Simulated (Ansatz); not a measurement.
C2H5ClOSn. Charge 0, multiplicity 1. Sn takes the def2 core potential. The bonds changed during the relaxation, so this is another structure than the one it started from. Geometry: relaxed with PBE0-D4/def2-TZVP.

```xyz
10

C     0.858    1.298   -1.367
Sn    0.841    0.919    0.788
O    -0.681   -1.063    0.369
C    -0.793   -1.907    1.202
Cl   -1.849   -3.258    1.026
H    -0.093    1.001   -1.813
H     1.676    0.774   -1.863
H     0.982    2.373   -1.531
H    -0.694    1.784    1.034
H    -0.248   -1.923    2.154
```

(1) What is the dipole moment at B3LYP/def2-TZVPP? (An estimate is asked.)

(2) And with PBE, r2SCAN, ωB97M-V? (Best estimate.)

(3) Give the Mulliken charges with B3LYP, PBE, r2SCAN in def2-TZVPP. (An estimate is asked.)

Answers

(1) Ansatz gave: 3.14 D, with components (-0.31, -2.82, 1.35) D in this frame, pointing from negative to positive charge.

(2) Ansatz gave: PBE 2.93 D, r2SCAN 3.00 D, ωB97M-V 3.11 D.

(3) Ansatz gave: 
```tsv
atom	B3LYP	PBE	r2SCAN
C1	-0.60	-0.59	-0.50
Sn2	0.41	0.34	0.35
O3	-0.22	-0.17	-0.24
C4	0.19	0.17	0.26
Cl5	-0.02	-0.01	-0.02
H6	0.12	0.12	0.09
H7	0.10	0.11	0.08
H8	0.10	0.11	0.08
H9	-0.21	-0.18	-0.20
H10	0.13	0.11	0.11
```

B3LYP here is the variant with VWN-RPA as its local correlation; programs differ in this.
